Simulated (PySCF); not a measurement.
**As: ionisation energy**

As [Ar] 3d10 4s2 4p3 (4S) → As+ [Ar] 3d10 4s2 4p2 (3P), as a difference of total energies. All numbers are calculated (PySCF 2.14, scalar relativity by spin-free X2C-1e, in cc-pVDZ-DK). Correlated levels: valence: [Ar] 3d10 frozen. The calculations carry no spin-orbit coupling.

```
           method  ionisation energy (eV)
              UHF                   9.425
           M06-2X                   9.795
              PBE                   9.856
    MP2 (valence)                   9.753
SCS-MP2 (valence)                   9.636
   CCSD (valence)                   9.704
CCSD(T) (valence)                   9.707
```

Errors of the correlated levels include the incompleteness of this basis and the frozen core.

**Question.** Which method comes closest to the reference value, and which is furthest?

**Answer.** The reference is 10.008 eV (measured; NIST levels, between the centres of gravity of the two terms). Closest: PBE (error -0.152 eV); furthest: UHF (error -0.583 eV).
